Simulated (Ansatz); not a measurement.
Geometry optimisation, RKS PBE-D4/def2-SVP (Ansatz).

Input:

```yaml
crystal:
  periodic: [false, false, false]
  atoms:
    - { symbol: "N", position_ang: [-1.7084, -0.6971, 1.1665] }
    - { symbol: Ge, position_ang: [-0.1983, -0.8159, 0.1495] }
    - { symbol: O, position_ang: [1.0922, -1.4179, 1.1811] }
    - { symbol: C, position_ang: [0.367, 0.937, -0.5736] }
    - { symbol: O, position_ang: [1.4563, 0.7907, -1.3558] }
    - { symbol: H, position_ang: [-1.5694, 0.0824, 1.8876] }
    - { symbol: H, position_ang: [-2.4553, -0.2488, 0.5232] }
    - { symbol: H, position_ang: [-0.3925, -1.789, -1.0225] }
    - { symbol: H, position_ang: [1.8907, -1.5416, 0.62] }
    - { symbol: H, position_ang: [0.4698, 1.629, 0.298] }
    - { symbol: H, position_ang: [-0.5534, 1.3005, -1.1787] }
    - { symbol: H, position_ang: [1.6782, 1.7154, -1.6613] }
basis:
  gaussian: { orbitals: def2-SVP }
hamiltonian:
  xc: pbe
  dispersion: d4
relax:
  f_tol: 0.02
  max_steps: 50
output:
  orbitals: {}
```

Command:

```bash
$ ansatz run input.yaml --threads 2 --pin off --max-ram 3072MiB --backend cpu --events-out ev --progress --plain --runs-dir out
```

Problem. Where does it end, and by what steps?

Solution. The run converged. After 12 steps the energy has fallen by 0.433 eV; H12 moved furthest, 0.71 Å.

```tsv
step	energy less start (eV)	largest force component (eV/Å)	accepted
0	0.0000	3.061	yes
1	-0.2738	1.307	yes
2	-0.3414	0.238	yes
3	-0.3603	0.466	yes
4	-0.3729	0.826	yes
5	-0.3917	0.475	yes
6	-0.4105	0.354	yes
7	-0.4233	0.173	yes
8	-0.4286	0.117	yes
9	-0.4317	0.056	yes
10	-0.4328	0.038	yes
11	-0.4331	0.035	yes
12	-0.4331	0.010	yes
```

```xyz
12
Properties=species:S:1:pos:R:3
N -1.634 -0.688 1.328
Ge -0.359 -0.790 0.011
O 1.131 -1.469 0.752
C 0.337 0.943 -0.708
O 1.730 0.715 -0.916
H -1.506 0.044 2.034
H -2.606 -0.700 1.009
H -0.964 -1.711 -1.086
H 1.855 -0.925 0.370
H 0.138 1.743 0.046
H -0.200 1.226 -1.644
H 2.155 1.557 -1.162
```

Whether the end is a true minimum wasn't checked by a vibrational analysis.

The run took 19 s on 2 threads of Intel(R) Xeon(R) 6975P-C (Granite Rapids), with other jobs on the host, peak memory 0.18 GiB.
